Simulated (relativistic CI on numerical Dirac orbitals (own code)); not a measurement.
## What each ingredient does to the levels of Lu⁵⁹⁺

Base calculation: Dirac-Coulomb-Breit CI, KLI orbitals optimised for each configuration, model QED, unscaled Slater integrals.

Configurations in the expansion (outside the closed core [Ne]): 3s², 3s3p, 3p², 3s3d, 3d², 3p3d, 3p4s, 3d4s, 3s4s, 3s4p, 3s4d, 3s4f, 3s5s, 3s5p, 3s5d, 4s², 3s5f, 3s5g, 3s6s, 3s6p, 3s6d. Levels of other configurations are missing.

The lowest level and the first level of each name with at least 55 % of one term (blank where a level has no safe partner in the second run):

```
    Level  Base (eV)  Shift (eV)
  3s² ¹S0       0.00        0.00
3s3p ³P°0     130.39       +0.67
3s3p ³P°1     145.24       -0.62
  3p² ³P0     312.73       -1.28
3s3p ³P°2     433.68       +0.73
3s3p ¹P°1     469.74       -2.79
  3p² ¹D2     600.67       +0.87
  3p² ³P1     602.44       +0.14
 3s3d ³D1     637.43       -0.25
 3s3d ³D2     649.11       -1.41
 3s3d ³D3     706.14       -0.23
 3s3d ¹D2     723.15       -2.25
3p3d ³F°2     778.18       +1.03
  3p² ³P2     913.27       -0.77
  3p² ¹S0     931.35       -2.25
3p3d ³P°0    1103.68       -1.19
3p3d ³P°1    1104.28       -1.27
3p3d ³F°4    1151.32       +0.90
3p3d ³D°3    1181.47       -2.31
3p3d ¹P°1    1193.86       -3.56
  3d² ³F2    1287.68       -0.19
  3d² ³P0    1313.15       -2.59
```

At this charge energies of transitions that change n are usually good to better than 1 %, and those within a shell (Δn = 0) to a few per cent.

Problem. One thing was changed in a second run, which moved the levels as shown. Which?
A. configuration mixing switched off
B. QED terms removed
C. valence Slater integrals scaled by 0.9
D. Breit term removed

Solution. C. Valence Slater integrals scaled by 0.9. Scaling acts on the splittings between terms and on the mixing, and leaves the fine structure of pure LS terms nearly alone; in jj coupling it moves the levels of one term differently.

LS names give the leading component of a level, which can be under half, so a name can repeat, a term be missing and a line seem to break the LS rules.
